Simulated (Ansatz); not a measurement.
Constitutional and geometric isomers with formula CH4B2. Gas-phase values, no solvent. One relaxed conformer stands for each flexible species; it need not be the lowest. Strings in code marks are SMILES.

Quantity: electronic energy of isomers of CH4B2 relative to `BB=C`, in kcal/mol. The DFT solution of `B=BC` is unstable or spin-contaminated; the geometry comes from it. The restricted reference of `BB=C` and `B=BC` is unstable towards unrestricted orbitals.

Level 1: frozen-core CCSD(T)/cc-pVTZ // B3LYP-D3(BJ)/def2-TZVP (Ansatz, a quantum-chemistry and plane-wave program)
Level 2: frozen-core CCSD(T)/6-31g // B3LYP-D3(BJ)/def2-TZVP (Ansatz)
Level 3: HSE06/cc-pVTZ // B3LYP-D3(BJ)/def2-TZVP (Ansatz)
Level 4: PBE/cc-pVTZ // B3LYP-D3(BJ)/def2-TZVP (Ansatz)

```
species  level 1  level 2  level 3  level 4
-------  -------  -------  -------  -------
`B=BC`      33.8     38.0     35.3     37.6
```
